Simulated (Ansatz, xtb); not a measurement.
**Relative energy of two isomers of C5H9NO**

Structure I is `C=C(C)/C=C(\N)O`, a singlet and structure II is `C=C(C)CC(N)=O`, a singlet. Both are isolated molecules in the gas phase, relaxed with r2SCAN-D4/def2-SVP; the shapes shown needn't be the lowest conformers.

I (Å):

```csv
atom,x (Å),y (Å),z (Å)
C,-1.5784,-0.4078,2.4637
C,-0.6516,0.2176,1.6958
C,-1.0347,1.4789,0.9595
C,0.6953,-0.3139,1.5781
C,1.7639,0.1403,0.8539
N,1.8358,1.2126,-0.0020
O,2.9583,-0.5059,0.8659
H,-1.3374,-1.3237,3.0120
H,-2.5947,-0.0164,2.5571
H,-0.4463,2.3473,1.3089
H,-2.0936,1.7208,1.1255
H,-0.8801,1.3797,-0.1286
H,0.8854,-1.2310,2.1481
H,1.1451,1.9399,0.1194
H,2.7789,1.5458,-0.1695
H,2.8717,-1.2854,1.4301
```

II (Å):

```xyz
16

C    -1.1537   -0.8281    1.6611
C    -0.5745    0.2917    1.1939
C    -0.9060    1.6571    1.7245
C     0.4793    0.2519    0.1188
C     1.8995    0.5872    0.5995
N     2.1954    0.1213    1.8448
O     2.6977    1.1885   -0.0952
H    -0.9059   -1.8117    1.2479
H    -1.9058   -0.7923    2.4559
H    -0.0003    2.1614    2.1040
H    -1.6488    1.6166    2.5340
H    -1.3026    2.2982    0.9184
H     0.2636    0.9737   -0.6849
H     0.5233   -0.7492   -0.3439
H     1.5066   -0.3732    2.3996
H     3.1263    0.2780    2.2121
```

Question: Which of the two would you expect CCSD(T)/def2-SVP + ΔMP2/def2-TZVPP electronic energies to favour?

Answer: Structure II; the calculation gives E(II) − E(I) = −0.954 eV.

How the difference moves with the method:

| level | geometry | E(II) − E(I) (eV) | departure from the last row (eV) | job, with rough time for the two |
| --- | --- | --- | --- | --- |
| r2SCAN-D4/def2-SVP | r2SCAN-D4/def2-SVP | −0.943 | +0.011 | optimisation, 4.1 min |
| HF/def2-SVP | r2SCAN-D4/def2-SVP | −1.146 | −0.191 | part of the CCSD(T) run |
| MP2/def2-SVP | r2SCAN-D4/def2-SVP | −1.116 | −0.162 | part of the CCSD(T) run |
| CCSD(T)/def2-SVP | r2SCAN-D4/def2-SVP | −1.112 | −0.158 | single point |
| CCSD(T)/def2-SVP + ΔMP2/def2-TZVPP | r2SCAN-D4/def2-SVP | −0.954 |  | single point, 4 min |

As drawn, II has 1 C–C, 1 C=O, 1 C–H in place of 1 C=C, 1 C–O, 1 O–H.

None of the levels shown reverses the order. The largest departure from CCSD(T)/def2-SVP + ΔMP2/def2-TZVPP is that of HF/def2-SVP, 0.191 eV. Levels run at GFN2-xTB geometries aren't shown. The last row adds to CCSD(T) the change of the MP2 difference between the two basis sets, here +0.158 eV, a large step that makes the value less sure.

With thermal terms from frequencies at re-optimised GFN2-xTB minima (ideal gas, soft modes damped towards free rotors, one conformer each, 298.15 K, 1 atm): the zero-point term adds +0.003 eV; ΔH is −0.944 and ΔG −0.976 eV.

The correlated steps freeze 7 core orbitals. Programs: Ansatz 0.2.0, xtb 6.7.1; the last row on 2 threads of Intel(R) Xeon(R) Processor @ 2.50GHz (Skylake/Cascade Lake) on a shared host.
